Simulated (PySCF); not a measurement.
# Telling isomers of C7H8ClOP apart by NMR

All values are calculated (PySCF): GFN2-xTB structure, shieldings: GIAO PBE0/pcSseg-1. Rapidly exchanging positions averaged, non-relativistic, one computed conformer, no solvent model.

Referencing at the same level of theory: $^{1}$H, $^{13}$C against TMS. Splittings of carbon signals by F and P are missing where no couplings were computed. Where no couplings were computed, multiplicities follow the n + 1 count of equivalent neighbours, and m marks all less simple cases (inequivalent or close neighbours, rings, F or P nearby). Shifts are as computed. Against solution values, carbons near 30 ppm lie about +3 ppm off and those near 130 ppm about +5 ppm; carbons on Cl a further +6 ppm. Of 1211 compounds with measured shifts, 218 miss one by over three times the rms of a fit or turn the order of signals round; such compounds aren't used in these exercises. Carbons bonded to Cl come out too deshielded.

(1) Tabulate the signals of `C[P@@H](=O)c1ccc(Cl)cc1`, `COc1cc(Cl)cc(C)p1` and their relative energies.

(2) What is the quickest way to tell C[P@@H](=O)c1ccc(Cl)cc1 from COc1cc(Cl)cc(C)p1?

Answers

(1) 
```tsv
SMILES	carbon types	δC	δH	E rel. (kcal/mol)
C[P@@H](=O)c1ccc(Cl)cc1	2×C 4×CH 1×CH3	150.1, 138.0, 136.4, 134.9, 21.6	7.94 (m, 1H), 7.84 (m, 2H), 7.72 (m, 2H), 1.48 (m, 3H)	0.0
COc1cc(Cl)cc(C)p1	3×C 2×CH 2×CH3	205.1, 177.3, 149.3, 134.6, 125.7, 59.8, 27.5	7.70 (m, 1H), 7.51 (m, 1H), 4.14 (s, 3H), 2.87 (m, 3H)	25.4
```

Energies are electronic energies at PBE0/pcSseg-1 on these geometries, without zero-point or thermal terms, each for the one conformer computed, which needn't be the lowest.

(2) Count the carbon signals: 5 against 7. The first has a substituted aromatic carbon (C) at 138.0 ppm, the second an aromatic carbon bearing oxygen (C) at 205.1 ppm. Their most deshielded carbons lie at 150.1 and 205.1 ppm.
